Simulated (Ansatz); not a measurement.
Basis-set series for AsH6NOSi (`N[SiH2][AsH]O`). Total charge 0; spin multiplicity 1. The structure was optimised at the PBE0-D4/def2-TZVP level. It is one conformer, not always the lowest.

```json
{"functional": "PBE0-D4", "basis": "def2-SVP", "functions": "108", "energy (Eh)": "-2657.97157", "HOMO (eV)": "-6.47", "LUMO (eV)": "-0.25"}
{"functional": "PBE0-D4", "basis": "def2-TZVPP", "functions": "236", "energy (Eh)": "-2658.52378", "HOMO (eV)": "-6.63", "LUMO (eV)": "-0.62"}
{"functional": "ωB97M-V", "basis": "def2-SVP", "functions": "108", "energy (Eh)": "-2658.29962", "HOMO (eV)": "-8.53", "LUMO (eV)": "1.75"}
{"functional": "ωB97M-V", "basis": "def2-TZVPP", "functions": "236", "energy (Eh)": "-2658.85729", "HOMO (eV)": "-8.71", "LUMO (eV)": "1.23"}
```

Task: Give the rows for def2-QZVPP. (Estimate.)

Result: The calculation gave: 
```csv
functional,basis,functions,energy (Eh),HOMO (eV),LUMO (eV)
PBE0-D4,def2-QZVPP,453,-2658.59080,-6.69,-0.79
ωB97M-V,def2-QZVPP,453,-2658.92210,-8.76,0.93
```

Positive LUMOs are unbound and depend on the basis. Scalar relativity is left out up to krypton.

Results of the Gaussian-basis code of Ansatz.
